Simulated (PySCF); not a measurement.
**Diatomic anions of Sn with the halogens**

HF with triple-zeta basis sets in PySCF, for the lowest determinant that a PBE0 search found; no spin–orbit coupling. De refers to high-spin ground-configuration atoms (the charge goes to the atom of lower measured ionisation energy or higher electron affinity, which is not always the lowest computed limit). A positive dipole points towards Sn; it is taken about the centre of mass and depends on that origin.

| M | basis | reference | charged atom | state (unpaired electrons) | Re (Å) | ωe (cm⁻¹) | De (eV) | μ (D) |
| --- | --- | --- | --- | --- | --- | --- | --- | --- |
| F | def2-TZVPPD | UHF | F− | triplet (π ↑↑) | 2.016 | 473 | n/a | 1.49 |
| Cl | def2-TZVPPD | UHF | Cl− | triplet (π ↑↑) | 2.585 | 226 | n/a | 2.67 |
| Br | def2-TZVPPD | UHF | Br− | triplet (π ↑↑) | 2.780 | 150 | n/a | 1.26 |
| I | def2-TZVPPD | UHF | I− | triplet (π ↑↑) | 3.031 | 114 | n/a | 0.40 |

The shortest bond is that of SnF⁻ (2.016 Å), the longest that of SnI⁻ (3.031 Å).

Down a group the atoms grow and get heavier, so bonds lengthen and wavenumbers fall; this series shows no clear exception.

Spin–orbit coupling is left out, which matters for elements this heavy, above all for dissociation energies. Hartree–Fock leaves out correlation, which carries a large part of most bond energies and some tenths to 1 eV of ionisation energies. States were picked by a PBE0 search and need not be the measured ground states.
